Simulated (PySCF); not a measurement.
# How methods differ on the ionisation energy of Co²⁺

Co²⁺ [Ar] 3d7 (4F) → Co³⁺ [Ar] 3d6 (5D), as a difference of total energies. Calculation: PySCF 2.14, in x2c-SVPall (5s3p3d1f, 36 functions); scalar relativity by spin-free X2C-1e. Correlated levels: valence: [Ar] frozen. The calculations carry no spin-orbit coupling.

```json
{"method": "UHF", "ionisation energy (eV)": "31.460", "difference from reference (eV)": "-2.040"}
{"method": "PBE0", "ionisation energy (eV)": "34.051", "difference from reference (eV)": "+0.551"}
{"method": "M06-2X", "ionisation energy (eV)": "33.644", "difference from reference (eV)": "+0.144"}
{"method": "MP2 (valence)", "ionisation energy (eV)": "32.771", "difference from reference (eV)": "-0.729"}
{"method": "SCS-MP2 (valence)", "ionisation energy (eV)": "32.741", "difference from reference (eV)": "-0.759"}
```

Reference: 33.5 ± 0.06 eV (semi-empirical (NIST evaluation); NIST Atomic Spectra Database, ionization energies).

The reference lies between the lowest fine-structure levels, while these numbers refer to the centres of the terms.

Errors of the correlated levels include the incompleteness of this basis and the frozen core.
